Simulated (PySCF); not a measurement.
Species: CrS2Cl2 (singlet state).
Bonds: Cr1–S2, Cr1–S3, Cr1–Cl4, Cr1–Cl5.

The closed-shell ground state was solved at several levels (PySCF, density fitting, gas phase, non-relativistic). Geometry: PBE0-D3(BJ)/def2-SVP; no solvent, vibrations or thermal averaging.

```tsv
level	basis functions	HOMO (eV)	LUMO (eV)	gap (eV)	dipole (D)
PBE0/pcSseg-1 (pcSseg-2 on Cr)	169	-7.89	-4.74	3.15	0.96
B3LYP/pcSseg-1 (pcSseg-2 on Cr)	169	-7.61	-4.86	2.75	0.92
PBE/pcSseg-1 (pcSseg-2 on Cr)	169	-6.72	-5.43	1.29	0.59
```

Question: Estimate the row for PBE0/def2-SVPD, a basis of 142 functions; the other rows only guide the guess.

Answer: HOMO -7.89 eV, LUMO -4.85 eV, gap 3.04 eV, dipole 1.16 D.

Question: Over all these levels, which gives the widest orbital gap and which the narrowest?

Answer: PBE0/pcSseg-1 (pcSseg-2 on Cr) (global hybrid, 25 % exact exchange) has the widest, 3.15 eV, and PBE/pcSseg-1 (pcSseg-2 on Cr) (GGA) the narrowest, 1.29 eV. The two share the basis. From the narrowest to the widest the HOMO moves by -1.17 eV and the LUMO by +0.69 eV.

Question: In the pcSseg-1 (pcSseg-2 on Cr) basis, how does the gap go with the fixed share of exact exchange?

Answer: PBE (0 %) 1.29 eV; B3LYP (20 %) 2.75 eV; PBE0 (25 %) 3.15 eV. Each rise in the share widens the gap here.

Question: How far do the dipole and the HOMO energy spread over the levels?

Answer: The dipole runs from 0.59 to 1.16 D (mean 0.91 D) and the HOMO from -7.89 to -6.72 eV.
